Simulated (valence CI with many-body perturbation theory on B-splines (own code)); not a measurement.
The numbers below are computed, except where a source is named.
**Sensitivity of CI+MBPT for Xe39+**

Level of theory: relativistic CI+MBPT: five valence electrons over a frozen Dirac-Fock core [Ne], a basis of 6 s, 6 p, 5 d, 3 f, 1 g functions for each j, with the one-electron correlation potential Σ1 (screened to all orders), the two-electron term Σ2, the three-electron term Σ3, Breit, model QED; selected single and double excitations, second order for the rest, scaled by the run's own slope (own B-spline code, finite nucleus).

The last digits are not significant, and no measured levels were compared; by estimate large intervals hold to a few tenths of a per cent, small ones and those within an open d or f shell to about a per cent. Among the levels kept, up to 1300 cm⁻¹ of a level comes from second order outside the variational space, and about a tenth of that is noise between levels of different J, which matters for small intervals.

The reference run has the lowest level (3s^2 3p1/2^2 3p3/2) J=3/2 and an ionisation energy of 2812.88 eV. Its largest variational space holds 9996 state functions.

Levels are named by their leading jj configuration (3d3/2^4 stands for four electrons in 3d with j = 3/2), which in mixed levels can hold well under half, so a name can repeat and another be missing. Letters in brackets count levels of one name in rising energy.

Changed runs:
A. correlating orbitals by l 3 3 3 2 1 → 2 1 3 1 3
B. logarithmic knot step 0.27 → 0.33
C. size limit of the variational space 10000 → 1500; second order for the rest on → off
D. start configuration 3s2 3p3 → 3s2 3p4 (bad on purpose)

Excitation energies of the reference run in cm⁻¹, and shifts in cm⁻¹:

| Level | Reference | A | B | C |
| --- | --- | --- | --- | --- |
| (3s^2 3p1/2 3p3/2^2) J=3/2 | 573342 | -33 | +0.1 | -171 |
| (3s^2 3p1/2 3p3/2^2) J=5/2 | 639341 | -31 | +0.1 | +341 |
| (3s^2 3p1/2 3p3/2^2) J=1/2 | 720508 | -6.4 | +0.2 | -743 |
| (3s^2 3p1/2^2 3d3/2) J=3/2 | 1223520 | -39 | +5.0 | +3263 |
| (3s^2 3p3/2^3) J=3/2 | 1302790 | -46 | +0.3 | -17 |
| (3s 3p1/2^2 3p3/2^2) J=5/2 | 1361590 | -84 | +3.3 | +3325 |
| (3s^2 3p1/2^2 3d5/2) J=5/2 | 1502410 | -67 | +3.5 | +3853 |
| (3s 3p1/2^2 3p3/2^2) J=1/2 | 1597440 | -76 | +3.3 | +875 |
| (3s 3p1/2^2 3p3/2^2) J=3/2 | 1606160 | -67 | +3.5 | +3192 |
| (3s^2 3p1/2 3p3/2 3d3/2) J=5/2 [a] | 1794590 | -94 | +5.1 | +3337 |
| (3s^2 3p1/2 3p3/2 3d3/2) J=3/2 [a] | 1801120 | -90 | +5.0 | +2928 |
| (3s^2 3p1/2 3p3/2 3d3/2) J=1/2 [a] | 1806310 | -96 | +5.2 | +1806 |
| Ionisation energy (eV) | 2812.88 | -0.016 | -0.00013 | -0.33 |

Run D: It gave no result: the electrons of core and valence do not add up to the charge. The program said: "core and valence hold 16 electrons, the ion has 15".
